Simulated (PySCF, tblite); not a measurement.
Isomers of C8H9OP. Computed values, GFN2-xTB/tblite, gas phase, harmonic and unscaled. Errors from tens to a few hundred cm⁻¹ against measured bands are possible. Modes of hydrogen on phosphorus can be 10 to 20 % off. One conformer each.

Electronic energies: PBE0/pcSseg-1 single points on the GFN2-xTB geometries (PySCF, gas phase).

```
                SMILES  electronic energy, lowest = 0 (kJ/mol)
    O=[PH]1Cc2ccccc2C1                                     0.0
       CC(=O)c1cccpc1C                                   107.5
C#CC[P@@](=O)(C#CC)C=C                                   441.7
```

Problem. How do GFN2-xTB zero-point energies change the relative energies?

Solution. 
| SMILES | ZPE (kJ/mol) | of it from modes above 1550 cm⁻¹ | electronic (kJ/mol) | with ZPE, lowest = 0 (kJ/mol) | lowest mode (cm⁻¹) | rings |
| --- | --- | --- | --- | --- | --- | --- |
| O=[PH]1Cc2ccccc2C1 | 381.7 | 176.9 | 0.0 | 0.0 | 67 | 2 |
| CC(=O)c1cccpc1C | 380.8 | 174.0 | 107.5 | 106.5 | 25 | 1 |
| C#CC[P@@](=O)(C#CC)C=C | 362.6 | 202.2 | 441.7 | 422.6 | 12i | 0 |

The zero-point energies span 19.1 kJ/mol, from `C#CC[P@@](=O)(C#CC)C=C` to `O=[PH]1Cc2ccccc2C1`. Slightly imaginary modes are left out of the zero-point energy: `C#CC[P@@](=O)(C#CC)C=C` 12.3i cm⁻¹. The order is unchanged.

Problem. And how do the electronic energies of GFN2-xTB itself compare?

Solution. `O=[PH]1Cc2ccccc2C1` 0.0; `CC(=O)c1cccpc1C` 247.1; `C#CC[P@@](=O)(C#CC)C=C` 452.0 kJ/mol, lowest = 0. Against the energies above, taken from the same isomer `O=[PH]1Cc2ccccc2C1`, the largest difference is 139.6 kJ/mol.
